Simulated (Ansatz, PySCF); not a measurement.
Reaction (SMILES): F[Si](F)(F)[Si](F)(F)F -> 2 F[Si](F)F (the Si-Si bond at the site shown breaks; other sites are not compared here)
Structures are relaxed separately at B3LYP-D3(BJ)/def2-TZVP in Ansatz (a quantum-chemistry and plane-wave program), one conformer each, not searched for the lowest. Frequencies are from Ansatz or PySCF.

Quantity: bond dissociation energy (0 K, with B3LYP-D3(BJ) harmonic zero-point energies), in kJ/mol. Valence correlation only, unless marked. UHF or UKS for open shells. No spin-orbit coupling. No relativistic terms. Basis-set limits of correlation are two-point, X^-3; Hartree-Fock from the larger set. [CCSD(T)-MP2]/basis is that difference in the basis named.

RI-MP2/CBS(cc-pV(T+d)Z,cc-pV(Q+d)Z)+[CCSD(T)-MP2]/cc-pV(T+d)Z (Ansatz) gives 365.0 kJ/mol.

**Question.** Another calculation gave 339.4 kJ/mol. Which level was it?
A) BHLYP/def2-TZVPD (Ansatz)
B) BLYP/def2-TZVPD (Ansatz)
C) wB97M-V/def2-TZVPD (Ansatz)
D) r2SCANh/def2-TZVPD (Ansatz)

**Answer.** A, BHLYP/def2-TZVPD (Ansatz). The others give 308.6 (BLYP), 361.5 (wB97M-V), 327.6 (r2SCANh) kJ/mol.
